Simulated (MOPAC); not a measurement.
Job for MOPAC: PM6 on CH8OSi (a complex).

```
PM6 1SCF PRECISE CHARGE=0 THREADS=1
CH8OSi

O      0.15116475 1     0.71027261 1    -0.13049501 1
H     -0.59643395 1     1.24287181 1     0.16187523 1
H     -0.19445424 1    -0.18669748 1    -0.19489409 1
C      1.27897069 1     0.14445962 1     3.16677539 1
Si    -0.52635579 1    -0.32097084 1     3.01855756 1
H      1.41912694 1     0.92613673 1     3.91565595 1
H      1.64436436 1     0.51157679 1     2.20710720 1
H      1.88013573 1    -0.71740615 1     3.46223487 1
H     -1.06177774 1    -0.82566827 1     4.30731989 1
H     -0.72512901 1    -1.38607267 1     2.00199402 1
H     -1.35151775 1     0.84637198 1     2.61466566 1
```

It printed:

```
*******************************************************************************
 **                                                                           **
 **                              MOPAC v23.2.5                                **
 **                                                                           **
 *******************************************************************************
 ** MOPAC's Digital Object Identifier: https://doi.org/10.5281/zenodo.6511958 **
 **                                                                           **
 ** Please cite the open-source release paper for use of this MOPAC version:  **
 ** J. E. Moussa and J. J. P. Stewart (2026)                                  **
 ** MOPAC: An open-source semiempirical molecular orbital program             **
 ** J. Open Source Softw., 11(119), 8025, https://doi.org/10.21105/joss.08025 **
 *******************************************************************************

                              PM6 CALCULATION RESULTS

 *******************************************************************************
 *  PM6        - The PM6 Hamiltonian to be used
 *
 *
 *
 *                 CHARGE ON SYSTEM = 0
 *
 *
 *
 *  PRECISE    - TIGHTER CRITERIA TO BE USED
 *  1SCF       - DO 1 SCF AND THEN STOP
 *  THREADS=1  - MULTI-THREADING NOT USED
 *  T=         - A TIME OF 172800.0 SECONDS REQUESTED
 *  DUMP=N     - RESTART FILE WRITTEN EVERY 7200.0 SECONDS REQUESTED
 *******************************************************************************
PM6 1SCF PRECISE CHARGE=0 THREADS=1
 CH8OSi

   ATOM   CHEMICAL          X               Y               Z
  NUMBER   SYMBOL      (ANGSTROMS)     (ANGSTROMS)     (ANGSTROMS)

     1       O          0.15116475  *   0.71027261  *  -0.13049501  *
     2       H         -0.59643395  *   1.24287181  *   0.16187523  *
     3       H         -0.19445424  *  -0.18669748  *  -0.19489409  *
     4       C          1.27897069  *   0.14445962  *   3.16677539  *
     5      Si         -0.52635579  *  -0.32097084  *   3.01855756  *
     6       H          1.41912694  *   0.92613673  *   3.91565595  *
     7       H          1.64436436  *   0.51157679  *   2.20710720  *
     8       H          1.88013573  *  -0.71740615  *   3.46223487  *
     9       H         -1.06177774  *  -0.82566827  *   4.30731989  *
    10       H         -0.72512901  *  -1.38607267  *   2.00199402  *
    11       H         -1.35151775  *   0.84637198  *   2.61466566  *



          CARTESIAN COORDINATES

    NO.       ATOM           X           Y           Z

     1         O          0.1512      0.7103     -0.1305
     2         H         -0.5964      1.2429      0.1619
     3         H         -0.1945     -0.1867     -0.1949
     4         C          1.2790      0.1445      3.1668
     5        Si         -0.5264     -0.3210      3.0186
     6         H          1.4191      0.9261      3.9157
     7         H          1.6444      0.5116      2.2071
     8         H          1.8801     -0.7174      3.4622
     9         H         -1.0618     -0.8257      4.3073
    10         H         -0.7251     -1.3861      2.0020
    11         H         -1.3515      0.8464      2.6147

 General Reference for PM6:
 "Optimization of Parameters for Semiempirical Methods V: Modification of NDDO Approximations
 and Application to 70 Elements", J. J. P. Stewart, J. Mol. Mod., 13, 1173-1213 (2007)
 URL: https://link.springer.com/article/10.1007/s00894-007-0233-4

           Empirical Formula: C H8 O Si  =    11 atoms



      MOLECULAR POINT GROUP   :   Cs


      RHF CALCULATION, NO. OF DOUBLY OCCUPIED LEVELS = 11


 -------------------------------------------------------------------------------
 PM6 1SCF PRECISE CHARGE=0 THREADS=1
 CH8OSi



     1SCF WAS SPECIFIED, SO BFGS WAS NOT USED
     SCF FIELD WAS ACHIEVED


                              PM6 CALCULATION
                                                       MOPAC v23.2.5 Linux




          FINAL HEAT OF FORMATION =        -65.88252 KCAL/MOL =    -275.65248 KJ/MOL


          COSMO AREA              =        121.50 SQUARE ANGSTROMS
          COSMO VOLUME            =        109.28 CUBIC ANGSTROMS

          IONIZATION POTENTIAL    =         11.041847 EV
          HOMO LUMO ENERGIES (EV) =        -11.042  0.480
          NO. OF FILLED LEVELS    =         11
          MOLECULAR WEIGHT        =         64.1591         POINT GROUP:  Cs

          MOLECULAR DIMENSIONS (Angstroms)

            Atom       Atom       Distance
            H     9    O     1     4.85021
            H     8    H    11     3.65970
            H    10    H     6     3.42277


          SCF CALCULATIONS        =          1





   ATOM   CHEMICAL          X               Y               Z
  NUMBER   SYMBOL      (ANGSTROMS)     (ANGSTROMS)     (ANGSTROMS)

     1       O          0.15116475  *   0.71027261  *  -0.13049501  *
     2       H         -0.59643395  *   1.24287181  *   0.16187523  *
     3       H         -0.19445424  *  -0.18669748  *  -0.19489409  *
     4       C          1.27897069  *   0.14445962  *   3.16677539  *
     5      Si         -0.52635579  *  -0.32097084  *   3.01855756  *
     6       H          1.41912694  *   0.92613673  *   3.91565595  *
     7       H          1.64436436  *   0.51157679  *   2.20710720  *
     8       H          1.88013573  *  -0.71740615  *   3.46223487  *
     9       H         -1.06177774  *  -0.82566827  *   4.30731989  *
    10       H         -0.72512901  *  -1.38607267  *   2.00199402  *
    11       H         -1.35151775  *   0.84637198  *   2.61466566  *

                             CARTESIAN COORDINATES

   1    O        0.151164750     0.710272610    -0.130495010
   2    H       -0.596433950     1.242871810     0.161875230
   3    H       -0.194454240    -0.186697480    -0.194894090
   4    C        1.278970690     0.144459620     3.166775390
   5   Si       -0.526355790    -0.320970840     3.018557560
   6    H        1.419126940     0.926136730     3.915655950
   7    H        1.644364360     0.511576790     2.207107200
   8    H        1.880135730    -0.717406150     3.462234870
   9    H       -1.061777740    -0.825668270     4.307319890
  10    H       -0.725129010    -1.386072670     2.001994020
  11    H       -1.351517750     0.846371980     2.614665660


           Empirical Formula: C H8 O Si  =    11 atoms



      MOLECULAR POINT GROUP   :   Cs


                  EIGENVALUES
 -30.21094 -24.94242 -18.62375 -18.09157 -14.24766 -13.98591 -13.98066 -11.88095
 -11.40222 -11.20396 -11.04185   0.47966   1.05518   1.10028   1.82100   1.82325
   2.82631   4.06715   4.43702   4.53781   4.63440   5.91791   5.94112   6.04339
   7.18800


              NET ATOMIC CHARGES AND DIPOLE CONTRIBUTIONS

  ATOM NO.   TYPE          CHARGE      No. of ELECS.   s-Pop       p-Pop       d-Pop
    1          O          -0.614374        6.6144     1.77977     4.83460
    2          H           0.309036        0.6910     0.69096
    3          H           0.309185        0.6908     0.69081
    4          C          -0.812986        4.8130     1.07789     3.73510
    5         Si           0.234517        3.7655     1.20085     1.95564     0.60899
    6          H           0.199062        0.8009     0.80094
    7          H           0.212434        0.7876     0.78757
    8          H           0.199071        0.8009     0.80093
    9          H          -0.004919        1.0049     1.00492
   10          H          -0.015804        1.0158     1.01580
   11          H          -0.015223        1.0152     1.01522
 DIPOLE           X         Y         Z       TOTAL
 POINT-CHG.    -2.196    -0.670     0.232     2.307
 HYBRID         0.965     0.221     0.185     1.007
 SUM           -1.231    -0.448     0.417     1.375


          ATOMIC ORBITAL ELECTRON POPULATIONS

     Atom    s        px        py        pz      x^2-y^2     xz        z^2       yz        xy
    1  O   1.77977   1.52913   1.36519   1.94029
    2  H   0.69096
    3  H   0.69081
    4  C   1.07789   1.32235   1.20802   1.20473
    5 Si   1.20085   0.54029   0.69661   0.71874   0.09681   0.09618   0.10488   0.16640   0.14472
    6  H   0.80094
    7  H   0.78757
    8  H   0.80093
    9  H   1.00492
   10  H   1.01580
   11  H   1.01522

 **********************
 *                    *
 * JOB ENDED NORMALLY *
 *                    *
 **********************




 == MOPAC DONE ==
```

The run finished.

Cost: roughly 0.020 core-seconds.
